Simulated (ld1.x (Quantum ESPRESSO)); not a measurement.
# Configuration tests for tungsten (ultrasoft)

```
Element                 : tungsten
Generator               : ld1.x (Quantum ESPRESSO) 7.5
Type                    : ultrasoft
Functional              : PBE
Relativity              : scalar-relativistic
Frozen core             : [Kr] 4d10 4f14
Valence charge          : 14
Reference configuration : 5s2 5p6 5d4 6s2 6p0
Partial waves           : 5s (bound): rcut 1.35, rcutus 1.50 bohr; 6s (bound): rcut 1.35, rcutus 1.50 bohr; 5p (bound): rcut 1.95, rcutus 2.35 bohr; 6p (bound, empty): rcut 1.95, rcutus 2.35 bohr; 5d (bound): rcut 2.30, rcutus 2.80 bohr; 5d channel at 3.25 Ry: rcut 2.30, rcutus 2.80 bohr
Local potential         : all-electron potential smoothed inside 2.25 bohr (lloc = -2)
Core correction         : Bessel-smoothed model core inside 0.75 bohr
Augmentation charge     : built from norm-conserving waves at rcut, not smoothed further
```

Energies are relative to the spin-unpolarised reference configuration 5s2 5p6 5d4 6s2 6p0; without spin polarisation the order of configurations can differ from experiment.

| valence configuration | charge | ΔE all-electron (eV) | error AE − PS (meV) |
| --- | --- | --- | --- |
| 5s2 5p6 5d4 6s1 6p0 | +1 | 8.883 | -12 |
| 5s2 5p6 5d4 6s0 6p0 | +2 | 24.563 | -78 |
| 5s2 5p6 5d3 6s0 6p0 | +3 | 49.945 | -4506 |
| 5s2 5p6 5d4 6s0 6p2 | 0 | 9.259 | -880 |
| 5s2 5p6 5d4 6s1.5 6p0 | +0.5 | 3.633 | -14 |

Problem. What are ΔE and the potential's error for 5s2 5p6 5d4 6s0 6p1?

Solution. ΔE = 14.336 eV all-electron; the error (AE − PS) is -758 meV.

Problem. What are ΔE and the potential's error for 5s2 5p5 5d4 6s2 6p0?

Solution. ΔE = 48.941 eV all-electron; the error (AE − PS) is -6487 meV.

Levels in the configuration 5s2 5p6 5d4 6s0 6p2:

```
level  all-electron (eV)  pseudo (eV)
   5s            -82.136      -89.302
   5p            -46.266      -52.884
   5d             -7.143      -11.794
   6p             -2.742       -2.803
```

These tests converged, but a pseudo level misses the all-electron one widely, so the file describes the atom poorly there or has found another state: 5s2 5p6 5d4 6s1 6p0: 5p by 5.2 eV; 5s2 5p6 5d4 6s0 6p0: 5p by 5.8 eV; 5s2 5p6 5d3 6s0 6p0: 5s by 8.1 eV; 5s2 5p6 5d4 6s0 6p2: 5s by 7.2 eV; 5s2 5p6 5d4 6s0 6p1: 5s by 6.9 eV; 5s2 5p5 5d4 6s2 6p0: 5s by 8.6 eV; 5s2 5p6 5d4 6s1.5 6p0: 5p by 5.0 eV.

A Bessel basis up to 400 Ry misses an occupied level by 0.63 Ry, so cutoffs and ghosts were not judged. The potential misses its own reference levels by up to 5.3 eV, so it is not fit for use.
